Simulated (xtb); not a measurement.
Cr(O)(OH)4 (CrH4O5), SMILES [O]=[Cr]([OH])([OH])([OH])[OH], multiplicity 1. All values are semi-empirical tight-binding results from xtb (GFN2-xTB unless named), good for trends rather than for accurate numbers. The structure is a stationary point at GFN2-xTB. The multiplicity is an assumed one; other spin states were not compared. The values are those of a single conformer.

Optimised geometry:

Bonded distances (Å): Cr1–O2 1.542, Cr1–O3 1.724, Cr1–O5 1.775, Cr1–O7 1.807, Cr1–O9 1.775, O3–H4 0.954, O5–H6 0.964, O7–H8 0.965, O9–H10 0.964. Angles (°): O2–Cr1–O3 178.5, O2–Cr1–O5 92.4, O2–Cr1–O7 94.2, O2–Cr1–O9 92.4, O3–Cr1–O5 88.3, O3–Cr1–O7 84.3, O3–Cr1–O9 88.3, O5–Cr1–O7 118.8, O5–Cr1–O9 121.5, O7–Cr1–O9 118.8, Cr1–O3–H4 159.1, Cr1–O5–H6 124.6, Cr1–O7–H8 120.6, Cr1–O9–H10 124.6.

For metal compounds this method's bond lengths and energies can be far off.

Computed properties:
```json
{
 "point_group_as_xtb_finds_it": "Cs",
 "orbital_gap": "3.55 eV",
 "zero_point_energy": "33.9 kcal/mol",
 "G − E(el) at 298.15 K (modified RRHO)": "13.7 kcal/mol"
}
```

Computed atomic charges and the Wiberg bond orders between heavy atoms:
charges (e) Cr1 0.82, O2 -0.37, O3 -0.52, H4 0.33, O5 -0.43, H6 0.34, O7 -0.44, H8 0.35, O9 -0.43, H10 0.34. Bond orders Cr1–O2 2.10, Cr1–O3 1.10, Cr1–O5 1.23, Cr1–O7 1.22, Cr1–O9 1.23.
